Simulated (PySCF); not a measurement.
Molecule: `C[C@@H]1N(B)C1`, C3H8BN.

Atom-mapped SMILES (the numbers label the heavy atoms): `[BH2:1][N:2]1[CH2:3][C@@H:4]1[CH3:5]`; H(Xn) means a hydrogen on atom n. Ha(C3) is cis to C5 on the ring; Hb(C3) is trans to C5 on the ring.

Geometry PBE0-D3(BJ)/def2-SVP throughout; GIAO in PySCF 2.14, gas phase, one conformer, non-relativistic; equivalent atoms averaged; basis pcSseg-2.

Task: How do the shifts δ (against BF3·OEt2, NH3, TMS at the same level) depend on the functional? (a selection of nuclei; ppm; last column core-seconds on 1 thread of an Arm Neoverse V1, shared host)

Result: 
```
functional                    kind    B1     N2    C3    C5  H(B1)  H(C4)  Hb(C3)  Ha(C3)  H(C5)  core-s
      PBE0           global hybrid  35.6  136.4  29.5  21.6   5.12   2.34    2.16    1.67   1.20      30
  mPW1PW91           global hybrid  35.6  135.1  29.5  21.6   5.09   2.33    2.15    1.67   1.20      30
      WP04           global hybrid  35.8  122.4  29.8  22.3   4.47   2.25    2.11    1.71   1.20      30
     B97-2           global hybrid  34.2  130.5  29.2  21.8   5.01   2.32    2.15    1.67   1.21      30
 BHandHLYP           global hybrid  37.4  125.2  27.7  21.8   4.92   2.24    2.11    1.64   1.23      29
 CAM-B3LYP  range-separated hybrid  36.9  136.0  29.1  21.7   5.05   2.33    2.18    1.70   1.24      40
   wB97X-D  range-separated hybrid  35.2  129.4  29.3  21.6   5.04   2.29    2.14    1.69   1.20      40
   LC-wPBE  range-separated hybrid  37.6  125.5  28.9  20.8   5.15   2.25    2.12    1.69   1.18      54
```

Task: Which nucleus among those listed moves most, in ppm?

Result: N2 (nitrogen bonded to 2 C, B, in a 3-membered ring): from 122.4 ppm with WP04 to 136.4 ppm with PBE0. The smallest spread is 0.06 ppm, at H(C5). Proton shifts span only some 12 ppm, so a few tenths of a ppm matter as much there as several ppm in carbon.
